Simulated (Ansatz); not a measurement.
`[F][GaH][SeH]` + HBr → `[F][GaH][Br]` + H₂Se  (ligand exchange at a Ga–Se bond)

Calculated with Ansatz (gas phase, PBE0-D4/def2-TZVP geometries, no zero-point term in ΔE). CCSD(T)/CBS is the MP2 limit (def2-TZVPP, def2-QZVPP) plus CCSD(T) − MP2 in def2-TZVPP, frozen cores. Functionals use def2-TZVPP. For Br, Ga, Se outer-core shells are correlated without core-valence functions, which leaves a few kJ/mol of doubt a bond. Scalar relativity is left out up to krypton. Each species was taken in one conformer, which may not be the lowest.

```
          level  ΔE (kcal/mol)
        BLYP-D4           -4.6
        ωB97X-V           -6.0
         r2SCAN           -5.3
CCSD/def2-TZVPP           -5.6
```

(1) What does CCSD(T)/CBS give? (Best estimate.)

(2) What do rigid-rotor, harmonic-oscillator terms from PBE0-D4/def2-TZVP frequencies (298.15 K, 1 bar) make of the CCSD(T)/CBS value? (Estimate.)

Largest T1 diagnostic among the species: 0.012.

Answers

(1) Ansatz gave: -4.9 kcal/mol. The listed levels differ from it by 0.3, -1.1, -0.4, -0.7 kcal/mol.

(2) Ansatz gave: ΔZPE = +0.1 kcal/mol, ΔH = -4.9 kcal/mol, ΔS = 10 J/(mol·K), ΔG = -5.6 kcal/mol.

Leaving LDA and LC-ωPBE aside and taking each functional with its dispersion term where it has one, the values, not all of them listed here, spread over 1.8 kcal/mol, from BHLYP-D4 to PBE-D4. In def2-TZVPP, CCSD(T) changes the Hartree–Fock value by +3.0 kcal/mol (the triples alone add +0.4 kcal/mol) and MP2 by +3.1 kcal/mol. From BLYP to BHLYP (50 % exact exchange), in def2-TZVPP and without D4, ΔE moves by −1.4 kcal/mol.
